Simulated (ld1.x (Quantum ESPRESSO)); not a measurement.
Which change was made? (Sn, RRKJ)

ld1.x (Quantum ESPRESSO) 7.5 input, shortened:

```
&input
   title='Sn', zed=50., rel=1, dft='PZ', iswitch=3,
   config='[Kr] 4d10 5s2 5p1'
 /
 &inputp
   pseudotype=2, tm=.false., rho0=0.02, lloc=0,
   nlcc=.false.
 /
3
4P  2  1   6.00   0.00  1.00  1.00  0.0
4D  3  2  10.00   0.00  1.05  1.05  0.0
4S  1  0   2.00   0.00  1.10  1.10  0.0
 &test
   configts(1)='4s2 4p6 4d10 5s2 5p1'
 /
```

Occupied shells without a wave of their own: 5p, 5s. They enter only through the test configuration that unscreens the potential.

Cutoffs, loose and tight: the cutoffs (Ry, on a coarse ladder) from which the occupation-weighted sum of valence levels, in a spherical-Bessel basis at the reference potential, stays within 10 and 1 mRy of its value at 400 Ry. They do not see the model core or the augmentation charge, which bear on the density cutoff. Test errors are all-electron minus pseudo excitation energies from the reference, over the configurations 4s2 4p6 4d10 5s2 5p2; 4s2 4p6 4d10 5s2 5p0; 4s2 4p6 4d10 5s1 5p0; 4s2 4p6 4d9 5s2 5p3; 4s2 4p6 4d10 5s2 5p1.5; 4s2 4p5 4d10 5s2 5p2; 4s2 4p6 4d10 5s1 5p3 (two spin-polarised tests are not counted in the largest error); variants that change the core or the reference have their own tests.

The base gives: outcome: generated, misses its reference levels by 0.97 eV; cutoff, loose: 180 Ry; cutoff, tight: 300 Ry; bound ghosts: none; largest test error (meV): -1615.

(1) After one change the result is: outcome: generated, misses its reference levels by 0.97 eV; cutoff, loose: 300 Ry; cutoff, tight: over 300 Ry; bound ghosts: none; largest test error (meV): -1746. Which change was it?
A. wave 4p (bound): rc 1.00 bohr becomes 4p (bound): rc 0.70 bohr
B. wave 4p (bound): rc 1.00 bohr becomes 4p (bound): rc 1.52 bohr
C. wave 4p (bound): rc 1.00 bohr becomes 4p (bound): rc 0.94 bohr

## Answers

(1) A. The others give: wave 4p (bound): rc 1.00 bohr becomes 4p (bound): rc 0.94 bohr → outcome: failed: run_pseudo: Errors in PS-KS equation | wave 4p (bound): rc 1.00 bohr becomes 4p (bound): rc 1.52 bohr → outcome: generated, misses its reference levels by 0.97 eV; cutoff, loose: 160 Ry; cutoff, tight: 260 Ry; bound ghosts: none; largest test error (meV): -2182.
